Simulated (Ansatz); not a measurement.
Ansatz (a program for electronic structure) input file for CHI2, SMILES I[CH]I (connectivity only; charge and spin as stated), charge +1, multiplicity 1, PBE/def2-SVPD. Geometry optimised at PBE-D3(BJ)/def2-SVP. The spin state was assumed, not searched. The isomer is the one that the SMILES or the coordinates give; other isomers of the formula were not compared. The def2 effective core potentials stand for the cores of I; spin–orbit coupling is left out.

Ansatz 0.2 input:
```yaml
crystal:
  periodic: [false, false, false]
  atoms:
    - {symbol: I, position_ang: [0.00000000, -1.80723727, 0.06412543]}
    - {symbol: C, position_ang: [-0.00000000, -0.00000000, -0.81278212]}
    - {symbol: I, position_ang: [0.00000000, 1.80723727, 0.06412543]}
    - {symbol: H, position_ang: [0.00000000, -0.00000000, -1.92060284]}
basis:
  gaussian:
    orbitals: def2-SVPD
hamiltonian:
  xc: {name: PBE}
total_charge: 1
```

Log of the run:

```
WARN ansatz: RAYON_NUM_THREADS=1 ignored (pool sized by the plan → 1); use --threads N
Functional definition: PBE
integrals: 0.04 GiB planned
995 factors; their error is unknown
mean field: 0.26 GiB planned
mean field evaluation 1: about -17225.9088 eV, gradient 8.0e1 eV
mean field evaluation 2: about -17167.1158 eV, gradient 1.3e2 eV
mean field evaluation 4: about -17242.4747 eV, gradient 1.2e1 eV
mean field evaluation 8: about -17242.8433 eV, gradient 1.7e-1 eV
mean field evaluation 16: about -17242.8172 eV, gradient 3.3e-4 eV
mean field -17242.81720266 eV, -633.6618445964 hartree, gradient 2.3e-5 eV, S^2 0.000000; 0 other end points of the search recorded, 0 dependent functions left out
reference -17242.81724309 eV, -633.6618460822 hartree; 28, 28 occupied and 70, 70 virtual orbitals, 995 factors
Total energy: -17242.81724309 eV, -633.6618460822 hartree
```

The run converged.
